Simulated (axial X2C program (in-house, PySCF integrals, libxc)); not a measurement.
## Low determinants of Dy

Calculated with an in-house all-electron X2C program for linear molecules (integrals from PySCF), basis dyall-cv3z (cores contracted in-house), spin-free (one-electron X2C) and two-component (2c, atomic mean-field Coulomb and Gaunt terms). Energies in eV from the lowest row of each column (rows without correlated energies are left out; n/a marks j-coupled starts, which PBE0 does not hold); electrons by l are Mulliken totals of the Hartree–Fock solution, and PBE0 can relax to another configuration under the same block occupation. Coupled cluster uses truncated natural virtuals with an MP2 remainder. Frozen shells in the correlated columns: 4 s, 3 p, 2 d.

The low spin-free determinants:

| electrons by l | M_S, M_L | HF | MP2 | CCSD(T) | PBE0 |
| --- | --- | --- | --- | --- | --- |
| s12 p24 d20 f10 | 2, 5 | 0.00 | 0.00 | 0.00 | 0.06 |
| s12 p24 d20 f10 | 2, 6 | 0.07 | 0.05 | 0.06 | 0.36 |
| s12 p24 d20 f10 | 2, 3 | 0.50 | 0.39 | 0.32 | 0.00 |
| s12 p24 d20 f10 | 2, 0 | 1.25 | 0.97 | 0.69 | 0.30 |
| s12 p24 d20 f10 | 2, 1 | 1.36 | 1.06 | 0.89 | 0.39 |

And the two-component ones:

| electrons by l | 2M_J | HF | MP2 | CCSD(T) | PBE0 |
| --- | --- | --- | --- | --- | --- |
| s12 p24 d20 f10 | 16 | 1.44 | 0.00 | 0.00 | 0.19 |
| s12 p24 d20 f10 | 14 | 1.45 | 0.03 | 0.01 | 0.00 |
| s12 p24 d20 f10 | 10 | 2.13 | 0.58 | 0.50 | 0.15 |
| s11.9 p24 d21.1 f9 | 20 | 0.00 | 1.71 | 0.94 | n/a |

Ground level as tabulated from the NIST Atomic Spectra Database (leading term): 2S+1 = 5, L = 6, J = 8.

Spin-free rows of one term, and 2c rows of one J level, should be degenerate; broken spherical symmetry, the missing current term of PBE0 and determinants that mix terms or J levels spread them. The search is wide but not exhaustive and can miss a configuration; gaps between s and d configurations can be off by some tenths of an eV with this basis and core.

The run took 8.4 min on 1 thread of Arm Neoverse V2, with other jobs on the host.
